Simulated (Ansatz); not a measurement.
Two isomers of C4H9B: A = `BC(=C)CC`, B = `CC1CBC1`.

Calculated with Ansatz (gas phase, PBE0-D4/def2-TZVP geometries, no zero-point term in ΔE). CCSD(T)/CBS adds triple-zeta CCSD(T) − MP2 to the extrapolated MP2 energy (def2 sets, frozen cores). Functionals use def2-TZVPP. B3LYP here is the variant with VWN-RPA as its local correlation; programs differ in this. One conformer a species, not always the lowest.

(1) Which is lower in electronic energy at CCSD(T)/CBS, and by how much? (Estimate.)

(2) Give E(B) − E(A) in kcal/mol with ωB97M-V, CCSD/def2-TZVPP, r2SCAN-D4, B3LYP, PBE-D4, B2PLYP, PBE0-D4. (An estimate is asked.)

Largest T1 diagnostic: 0.010.

Results:

(1) Computed: B, by 0.6 kcal/mol.

(2) Ansatz gave: ωB97M-V -2.8, CCSD/def2-TZVPP -0.4, r2SCAN-D4 -2.5, B3LYP 2.2, PBE-D4 -3.3, B2PLYP 1.2, PBE0-D4 -4.8. The order is the other way round with B3LYP, B2PLYP.

From PBE to PBE0 (25 % exact exchange), in def2-TZVPP and without D4, E(B) − E(A) moves by −1.6 kcal/mol. In def2-TZVPP, CCSD(T) changes the Hartree–Fock value by −5.0 kcal/mol (the triples alone add +0.3 kcal/mol) and MP2 by −6.8 kcal/mol.
